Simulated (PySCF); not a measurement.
**What each rung costs, and what it gives**

Saddle point of ZnH₂ClF, closed shell (ZnHCl ([Cl][ZnH]) + HF → ZnClF + H₂; bonds formed: Zn1–F5, H2–H4; bonds broken: Zn1–H2, H4–F5), PBE0-D4/def2-TZVP structure:

```xyz
5
angstrom
Zn -0.3962 -0.0280 -0.3858
H 0.5513 -1.0054 0.7347
Cl -1.8841 -0.0073 -1.8587
H 0.8765 -0.0837 0.8812
F 0.8524 1.1245 0.6286
```

Barriers are electronic and count from the start structure reached by relaxing down the imaginary mode.

Program: PySCF 2.14 with density fitting (its default auxiliary sets; JK sets also for MP2 and CCSD(T)). Basis: as named in each row. Cores are frozen in the correlated methods. The 3s and 3p shells of Cu and Zn are frozen; filled d shells are correlated. B3LYP uses VWN-RPA correlation. Extrapolation: Hartree–Fock as exp(−7.88 √X), correlation as X^−2.97.

Times are rough, for one single point on 4 threads of a shared host (Arm Neoverse V2).

The estimate by CCSD(T) at an estimated basis limit (MP2 extrapolated from triple and quadruple zeta, plus CCSD(T) − MP2 in triple zeta) is 0.740 eV.

```tsv
method	basis	time (s)	barrier (eV)	method less estimate
HF	STO-3G	under 1	1.792	1.052
PBE0-D4	def2-SVP	2	0.554	-0.186
PBE-D4	def2-SVP	3	0.396	-0.344
MP2	def2-QZVPP	3	0.736	-0.004
SPW92	def2-TZVPP	4	0.442	-0.298
BHLYP-D4	def2-TZVPP	6	0.855	0.115
B3LYP-D4	def2-TZVPP	6	0.762	0.022
PBE-D4	def2-TZVPP	6	0.615	-0.125
PBE0-D4	def2-TZVPP	6	0.715	-0.025
CCSD(T)	def2-SVP	6	0.693	-0.046
r2SCAN-D4	def2-TZVPP	13	0.643	-0.097
wB97M-V	def2-TZVPP	67	0.797	0.057
CCSD(T)	def2-TZVPP	170	0.799	0.059
```

All methods are single points on the PBE0-D4 structures.

T1 diagnostic: at most 0.016.

Labels in which every atom is bracketed show which atoms are joined, not bond orders.
